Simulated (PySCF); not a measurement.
Property card for `OB(O)[BH3-]`

B2H5O2 (charge -1).
Atom-mapped SMILES: `[BH3-:1][B:2]([OH:3])[OH:4]` (hydrogens: H5, H6, H7 on B1; H8 on O3; H9 on O4)

Geometry (PBE0-D3(BJ)/def2-SVP, Å), atoms numbered from 1 in this order:
```
atom  x, y, z in Å
B1     0.995   -0.192    0.059
B2    -0.684    0.134   -0.072
O3    -1.686   -0.807    0.169
O4    -1.226    1.383   -0.376
H5     1.275   -1.354   -0.316
H6     1.310   -0.106    1.268
H7     1.697    0.629   -0.578
H8    -1.207   -1.621    0.353
H9    -0.457    1.940   -0.530
```

Among its groups: three-coordinate boron.

From PBE0-D3(BJ)/def2-SVP geometry optimisation, gas phase (PySCF):

```
Rotational constants A, B, C : 9.420, 7.386, 4.283 GHz
```

**PBE0/pcSseg-1 ground state and GIAO shieldings, non-relativistic (PySCF)**

```
HOMO energy                                                 : -1.52 eV
LUMO energy                                                 : 5.92 eV
HOMO–LUMO gap                                               : 7.44 eV
Lowest Hirshfeld atomic charge                              : -0.32 e on O3/O4
Highest Hirshfeld atomic charge                             : +0.14 e on H8/H9
1H chemical shifts (computed TMS as zero) by class          : 3.16 (H8/H9), -0.56 (H5/H6/H7) ppm
Isotropic shieldings of nuclei other than C and H, by class : 54 (B2), 154 (B1), 174 (O3/O4) ppm
Mayer bond orders between heavy atoms                       : B1–B2 1.10, B2–O3 1.13, B2–O4 1.13
```

**B3LYP/pcJ-1 indirect spin-spin coupling, non-relativistic, gas phase (PySCF)**

```
Largest of the computed one-bond spin–spin couplings (means over like bonds) : 11B–1H +83.1 (B1–H5 and 2 like it), 11B–11B +76.0 (B1–B2), 17O–1H -75.3 (O3–H8 and 1 like it), 17O–11B +0.4 (O3–B2 and 1 like it) Hz
```

**delta-SCF UKS SCAN, pcX-2 on the ionised atom, pcseg-1 elsewhere, spin-free X2C (PySCF)**

```
Core binding energies : B1s 187.4 (B1), B1s 191.0 (B2), O1s 533.6 (O3/O4) eV
```

Monoisotopic mass of the ion (most abundant isotopes, electron mass counted): 59.0481 u.

The rotational constants make it an asymmetric top with κ = (2B − A − C)/(A − C) = 0.21, nearer the oblate limit (+1). With B = h/(8π²I), that is 505.379 GHz u Å² over I, the principal moments of inertia are 53.7, 68.4 and 118.0 u Å² (most abundant isotopes).

 NMR classes are plain means over equivalent atoms (diastereotopic ones count apart unless rotation or inversion swaps them), as if these changed places fast; in this geometry the members of some classes differ. No diffuse functions stand in pcJ-1 and pcSseg-1, which bears on an anion's orbital energies.

For the geometry optimisation (PBE0-D3(BJ)/def2-SVP), hardware: Arm Neoverse V2, one thread, on a shared host. Cost: 7.9 s of wall time.

One conformer stands for the species.
